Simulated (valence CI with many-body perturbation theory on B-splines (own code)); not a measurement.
## E1 transitions of Sm54+

Method: relativistic CI+MBPT: six valence electrons over a frozen Dirac-Fock core [He], a basis of 9 s, 9 p, 8 d, 6 f, 3 g, 1 h functions for each j, with the one-electron correlation potential Σ1 (screened to all orders), the two-electron term Σ2, the three-electron term Σ3, Breit, model QED; selected single and double excitations, second order for the rest, scaled by the run's own slope (own B-spline code, finite nucleus).

The last digits are not significant, and no measured levels were compared; by estimate large intervals hold to a few tenths of a per cent, small ones and those within an open d or f shell to about a per cent. Among the levels kept, up to 2100 cm⁻¹ of a level comes from second order outside the variational space, and about a tenth of that is noise between levels of different J, which matters for small intervals.

Lines 151 to 200 of 214 in falling wavelength, among levels below 514.92 Ry, chosen from the strongest by gf and those to the six lowest levels. Wavelengths and rates use the calculated energies. Electric multipoles are in the length gauge with retardation, E1 and E2 with the static RPA response of the core. Weak lines are less certain than strong ones. Lines between different terms over intervals too small for the method are left out, as are lines whose strength nearly cancels. The highest levels of a list are the least certain.

Levels are named by their leading jj configuration (3d3/2^4 stands for four electrons in 3d with j = 3/2), which in mixed levels can hold well under half, so a name can repeat and another be missing. Letters in brackets count levels of one name in rising energy.

```
λ vac (Å)                               Upper                       Lower   A (s⁻¹)  S (a.u.)
    2.084     (2s 2p1/2^2 2p3/2^2 3s) J=2 [a]    (2s 2p1/2^2 2p3/2^3) J=2  7.19e+13  1.61e-03
    2.083     (2s^2 2p1/2 2p3/2^2 3s) J=2 [a]    (2s^2 2p1/2 2p3/2^3) J=2  4.50e+12  1.00e-04
    2.083  (2s^2 2p1/2 2p3/2^2 3p3/2) J=3 [b]    (2s 2p1/2^2 2p3/2^3) J=2  2.61e+12  8.15e-05
    2.082     (2s 2p1/2^2 2p3/2^2 3s) J=1 [a]    (2s 2p1/2^2 2p3/2^3) J=1  4.95e+13  6.61e-04
    2.081     (2s 2p1/2^2 2p3/2^2 3s) J=2 [b]    (2s 2p1/2^2 2p3/2^3) J=1  1.23e+13  2.74e-04
    2.081     (2s 2p1/2^2 2p3/2^2 3s) J=1 [b]    (2s 2p1/2^2 2p3/2^3) J=1  3.13e+13  4.17e-04
    2.080     (2s^2 2p1/2 2p3/2^2 3s) J=1 [a]    (2s^2 2p1/2 2p3/2^3) J=2  1.66e+13  2.21e-04
    2.078  (2s^2 2p1/2 2p3/2^2 3p3/2) J=1 [b]    (2s 2p1/2^2 2p3/2^3) J=2  1.04e+12  1.38e-05
    2.077     (2s^2 2p1/2 2p3/2^2 3s) J=2 [a]    (2s^2 2p1/2 2p3/2^3) J=1  1.28e+13  2.84e-04
    2.076         (2s 2p1/2^2 2p3/2^2 3s) J=0    (2s 2p1/2^2 2p3/2^3) J=1  4.82e+13  2.13e-04
    2.075         (2s^2 2p1/2 2p3/2^2 3s) J=3    (2s^2 2p1/2 2p3/2^3) J=2  1.64e+13  5.07e-04
    2.074     (2s^2 2p1/2 2p3/2^2 3s) J=1 [a]    (2s^2 2p1/2 2p3/2^3) J=1  8.37e+13  1.11e-03
    2.073     (2s^2 2p1/2 2p3/2^2 3s) J=2 [b]    (2s^2 2p1/2 2p3/2^3) J=2  8.84e+13  1.94e-03
    2.072  (2s^2 2p1/2 2p3/2^2 3p3/2) J=2 [b]    (2s 2p1/2^2 2p3/2^3) J=2  1.42e+12  3.11e-05
    2.072         (2s^2 2p1/2^2 2p3/2 3s) J=2  (2s^2 2p1/2^2 2p3/2^2) J=2  4.73e+13  1.04e-03
    2.072  (2s^2 2p1/2 2p3/2^2 3p3/2) J=1 [c]    (2s 2p1/2^2 2p3/2^3) J=2  1.96e+13  2.57e-04
    2.069         (2s^2 2p1/2^2 2p3/2 3s) J=1  (2s^2 2p1/2^2 2p3/2^2) J=2  8.00e+13  1.05e-03
    2.067     (2s^2 2p1/2 2p3/2^2 3s) J=2 [b]    (2s^2 2p1/2 2p3/2^3) J=1  1.28e+13  2.78e-04
    2.067  (2s^2 2p1/2 2p3/2^2 3p3/2) J=2 [c]    (2s 2p1/2^2 2p3/2^3) J=2  4.59e+08  1.00e-08
    2.061     (2s^2 2p1/2 2p3/2^2 3s) J=1 [b]    (2s^2 2p1/2 2p3/2^3) J=2  4.09e+13  5.30e-04
    2.060     (2s 2p1/2^2 2p3/2^2 3s) J=1 [a]    (2s 2p1/2^2 2p3/2^3) J=2  3.52e+12  4.56e-05
    2.059     (2s 2p1/2^2 2p3/2^2 3s) J=2 [b]    (2s 2p1/2^2 2p3/2^3) J=2  4.13e+12  8.89e-05
    2.058     (2s 2p1/2^2 2p3/2^2 3s) J=1 [b]    (2s 2p1/2^2 2p3/2^3) J=2  3.97e+13  5.12e-04
    2.056         (2s^2 2p1/2 2p3/2^2 3s) J=0    (2s^2 2p1/2 2p3/2^3) J=1  5.07e+13  2.17e-04
    2.055     (2s^2 2p1/2 2p3/2^2 3s) J=1 [b]    (2s^2 2p1/2 2p3/2^3) J=1  8.29e+12  1.06e-04
    1.963      (2s 2p1/2^2 2p3/2^2 3p1/2) J=2    (2s^2 2p1/2 2p3/2^3) J=2  7.51e+09  1.40e-07
    1.963      (2s 2p1/2^2 2p3/2^2 3p1/2) J=3    (2s^2 2p1/2 2p3/2^3) J=2  3.27e+11  8.54e-06
    1.963      (2s^2 2p1/2^2 2p3/2 3d3/2) J=1  (2s^2 2p1/2^2 2p3/2^2) J=0  5.45e+13  6.11e-04
    1.960  (2s^2 2p1/2 2p3/2^2 3d3/2) J=1 [a]    (2s^2 2p1/2 2p3/2^3) J=2  2.62e+13  2.93e-04
    1.960  (2s^2 2p1/2 2p3/2^2 3d3/2) J=2 [a]    (2s^2 2p1/2 2p3/2^3) J=2  1.03e+13  1.91e-04
    1.958  (2s^2 2p1/2 2p3/2^2 3d3/2) J=3 [a]    (2s^2 2p1/2 2p3/2^3) J=2  1.01e+13  2.62e-04
    1.958      (2s 2p1/2^2 2p3/2^2 3p1/2) J=2    (2s^2 2p1/2 2p3/2^3) J=1  1.47e+12  2.73e-05
    1.955  (2s^2 2p1/2 2p3/2^2 3d3/2) J=1 [a]    (2s^2 2p1/2 2p3/2^3) J=1  1.82e+13  2.02e-04
    1.954  (2s^2 2p1/2 2p3/2^2 3d3/2) J=2 [a]    (2s^2 2p1/2 2p3/2^3) J=1  6.16e+12  1.13e-04
    1.954      (2s^2 2p1/2 2p3/2^2 3d3/2) J=0    (2s^2 2p1/2 2p3/2^3) J=1  1.47e+14  5.42e-04
    1.951      (2s^2 2p1/2^2 2p3/2 3d3/2) J=2  (2s^2 2p1/2^2 2p3/2^2) J=2  4.85e+13  8.89e-04
    1.950  (2s^2 2p1/2 2p3/2^2 3d3/2) J=2 [b]    (2s^2 2p1/2 2p3/2^3) J=2  7.34e+11  1.34e-05
    1.949      (2s^2 2p1/2^2 2p3/2 3d3/2) J=3  (2s^2 2p1/2^2 2p3/2^2) J=2  3.62e+12  9.26e-05
    1.949  (2s^2 2p1/2 2p3/2^2 3d3/2) J=3 [b]    (2s^2 2p1/2 2p3/2^3) J=2  3.83e+12  9.81e-05
    1.949      (2s^2 2p1/2^2 2p3/2 3d3/2) J=1  (2s^2 2p1/2^2 2p3/2^2) J=2  1.28e+14  1.40e-03
    1.948  (2s^2 2p1/2 2p3/2^2 3d3/2) J=1 [b]    (2s^2 2p1/2 2p3/2^3) J=2  4.80e+13  5.26e-04
    1.944  (2s^2 2p1/2 2p3/2^2 3d3/2) J=2 [b]    (2s^2 2p1/2 2p3/2^3) J=1  2.15e+10  3.90e-07
    1.943  (2s^2 2p1/2 2p3/2^2 3d3/2) J=1 [b]    (2s^2 2p1/2 2p3/2^3) J=1  4.41e+11  4.79e-06
    1.941      (2s^2 2p1/2^2 2p3/2 3d5/2) J=1  (2s^2 2p1/2^2 2p3/2^2) J=0  6.55e+14  7.09e-03
    1.934      (2s^2 2p1/2^2 2p3/2 3d5/2) J=2  (2s^2 2p1/2^2 2p3/2^2) J=2  4.81e+14  8.59e-03
    1.930      (2s^2 2p1/2^2 2p3/2 3d5/2) J=3  (2s^2 2p1/2^2 2p3/2^2) J=2  1.06e+15  2.64e-02
    1.927      (2s^2 2p1/2^2 2p3/2 3d5/2) J=1  (2s^2 2p1/2^2 2p3/2^2) J=2  5.28e+13  5.59e-04
    1.891     (2s^2 2p1/2 2p3/2^2 3s) J=1 [a]  (2s^2 2p1/2^2 2p3/2^2) J=0  3.06e+11  3.07e-06
    1.881     (2s^2 2p1/2 2p3/2^2 3s) J=2 [a]  (2s^2 2p1/2^2 2p3/2^2) J=2  1.06e+13  1.73e-04
    1.878     (2s^2 2p1/2 2p3/2^2 3s) J=1 [a]  (2s^2 2p1/2^2 2p3/2^2) J=2  2.34e+13  2.29e-04
```
